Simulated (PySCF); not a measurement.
## Rubidium: a sound run and one with changed settings

Sound run: Rb⁺ [Kr], Rb²⁺ [Ar] 3d10 4s2 4p5. All numbers are calculated (PySCF 2.14, scalar relativity by spin-free X2C-1e, in x2c-SVPall (6s4p5d1f, 50 functions)). In the sound run the correlated levels freeze [Ar] 3d10 4s2. The sound run starts from symmetry-adapted Hartree-Fock orbitals and uses a fine grid where one is needed.

A second run was set up differently.

```json
{"species": "Rb⁺", "method": "MP2", "sound run (hartree)": "-2978.77645", "changed run (hartree)": "-2978.86751", "converged": "yes"}
{"species": "Rb²⁺", "method": "MP2", "sound run (hartree)": "-2977.73342", "changed run (hartree)": "-2977.83417", "converged": "yes"}
```

Ionisation energy of Rb⁺:

```tsv
method	sound run (eV)	changed run (eV)
UHF	27.618	27.618
MP2	28.382	28.119
SCS-MP2	28.324	28.034
```

Question: What was changed?
A. too few SCF iterations
B. a valence shell is frozen
C. all electrons correlated in a valence basis
D. level shift left on

Answer: C. A valence basis has no tight correlating functions, so it recovers only part of the core correlation, and not evenly between atom and ion.
